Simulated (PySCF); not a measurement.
## Fractional electron number in Fe(2+) (iron, charge +2)

The 3d beta orbital of [Ar] 3d6 is emptied in steps (occupation f), with all orbitals relaxed, ending at [Ar] 3d5. All numbers are calculated (PySCF 2.14, the non-relativistic Hamiltonian (point nucleus), in def2-TZVPPD). The exact energy is a straight line in f; departures are measured from the line between the end points of the same method.

```tsv
f	PBE0 (eV)	r2SCAN (eV)	LC-wPBE (eV)
1	0.000	0.000	0.000
0.9	-0.473	-0.647	-0.241
0.7	-1.113	-1.517	-0.573
0.5	-1.333	-1.811	-0.693
0.3	-1.126	-1.524	-0.590
0.1	-0.484	-0.652	-0.256
0	0.000	0.000	0.000
```

Question: For r2SCAN, how does the orbital energy at f = 1 compare with the removal energy?

Answer: −ε = 23.811 eV against a total-energy difference of 30.984 eV. By Janak's theorem ε = ∂E/∂f, so the gap between them reflects the curvature. Along the path −ε is 25.215 (f = 0.9), 28.066 (f = 0.7), 30.964 (f = 0.5), 33.884 (f = 0.3), 36.794 (f = 0.1) eV.

```json
{"method": "PBE0", "E(f=0) − E(f=1) (eV)": "31.176", "−ε at f=1 (eV)": "25.936", "−ε at f=0.5 (eV)": "31.137"}
{"method": "r2SCAN", "E(f=0) − E(f=1) (eV)": "30.984", "−ε at f=1 (eV)": "23.811", "−ε at f=0.5 (eV)": "30.964"}
{"method": "LC-wPBE", "E(f=0) − E(f=1) (eV)": "31.561", "−ε at f=1 (eV)": "28.904", "−ε at f=0.5 (eV)": "31.507"}
```

Reference removal energy between the ground levels: 30.651 ± 0.012 eV (measured; NIST Atomic Spectra Database, ionization energies). The calculation has no spin-orbit coupling. The determinant left behind need not be the lowest term of the ion.
